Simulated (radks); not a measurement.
Species: Ni3+. Configuration: [Ar] 3d6 4p1 (not the ground configuration).

Method: scalar-relativistic Kohn-Sham, LDA (Slater exchange, VWN5 correlation), spin-polarised, spherical densities, point nucleus; open shells are filled with parallel spins first; computed with a radial shooting solver on a logarithmic mesh with Libxc functionals.

Energy parts (hartree):
total: -1514.97466
kinetic: 1535.51496
electron-nucleus: -3594.03010
Hartree: 602.87517
exchange-correlation: -59.33468

Orbitals (lengths in bohr, moments of r in powers of bohr; r(max) is where P^2 peaks):
orbital,occ.,eigenvalue (hartree),r(max),<r^2>
1s up,1,-303.0284,0.03546,0.003948
1s down,1,-303.0248,0.03546,0.003947
2s up,1,-37.96332,0.2050,0.07120
2s down,1,-37.85908,0.2049,0.07098
2p up,3,-32.96189,0.1649,0.05716
2p down,3,-32.88053,0.1648,0.05692
3s up,1,-5.95717,0.6361,0.6127
3s down,1,-5.76697,0.6373,0.6181
3p up,3,-4.49746,0.6404,0.6739
3p down,3,-4.31080,0.6423,0.6828
3d up,5,-2.14896,0.6023,0.8883
3d down,1,-1.96570,0.6083,0.9297
4p up,1,-1.08687,2.044,5.970
4p down,0,-1.00021,2.092,6.402

The highest occupied level is 4p up at -29.575 eV. The density falls to 0.001 e/bohr^3 at r = 3.46 bohr.
